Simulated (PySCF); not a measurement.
# What binds CuBr: the parts of the energy along the bond

State: ¹Σ⁺, singlet, closed shell. RHF-based CCSD(T) in PySCF 2.14 with Cu cc-pVTZ-PP with ECP10, Br cc-pVTZ-PP with ECP10 and Cu cc-pVQZ-PP with ECP10, Br cc-pVQZ-PP with ECP10 (frozen core orbitals: 13; scalar-relativistic core potentials). Correlation energies are extrapolated as n⁻³ (n = 3, 4), Hartree–Fock as (n+1)·exp(−9√n). All energies in eV from Cu (3d10 4s1) + Br.

```csv
R (Å),HF/CBS,CCSD corr.,(T),total
1.9284,-1.383,-1.373,-0.1699,-2.926
2.0160,-1.885,-1.253,-0.1543,-3.292
2.1037,-2.178,-1.144,-0.1389,-3.461
2.1913,-2.323,-1.047,-0.1244,-3.494
2.2790,-2.363,-0.961,-0.1114,-3.436
2.3886,-2.313,-0.869,-0.0977,-3.280
2.4981,-2.191,-0.793,-0.0869,-3.070
```

A fit to the total gives Re = 2.1739 Å, De = 3.496 eV, ωe = 314.3 cm⁻¹, Be = 0.1019 cm⁻¹ (masses 62.9296 and 78.9183 u).

Question: At R = 2.1913 Å the CCSD correlation energy is -0.631128 hartree in the smaller basis and -0.685749 in the larger. Extrapolate it.

Answer: (4³·E4 − 3³·E3)/(4³ − 3³) = -0.72561 hartree; the larger basis holds 94.5 % of it.

The T1 diagnostic is 0.028, large enough to doubt a single reference. The open-shell atoms are computed with UHF. Spin–orbit coupling, excitations beyond (T) and corrections to the Born–Oppenheimer picture are left out.
